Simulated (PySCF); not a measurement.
BFH2Se2.

```xyz
6

B      0.6436    -0.0026     0.0000
F      1.9716     0.0084     0.0000
Se    -0.3350    -1.6950     0.0000
H      0.8878    -2.5221     0.0000
Se    -0.2600     1.7331     0.0000
H     -1.6204     1.1637     0.0000
```

The structure is a stationary point at B3LYP-D3(BJ)/def2-SVP. This is a generated structure with no PubChem entry under its InChIKey; it may be hypothetical. One conformer was computed; it need not be the lowest.

Computed with PySCF with PBE/pcSseg-1. Non-relativistic, no solvent.

Q: Give the absolute GIAO shielding of each atom: isotropic value and principal components (ppm). (The exact figures need the calculation; the answer reports its results.)

A: 
| atom | σ(iso) | σ11 | σ22 | σ33 | span |
|---|---|---|---|---|---|
| B1 | 37.3 | -16.4 | 54.8 | 73.4 | 89.8 |
| F2 | 168.0 | 39.1 | 64.3 | 400.7 | 361.6 |
| Se3 | 1776.6 | 1313.5 | 1740.1 | 2276.2 | 962.7 |
| H4 | 28.5 | 20.4 | 23.8 | 41.4 | 21.0 |
| Se5 | 1746.4 | 1420.7 | 1800.3 | 2018.2 | 597.5 |
| H6 | 29.1 | 20.0 | 27.7 | 39.5 | 19.5 |
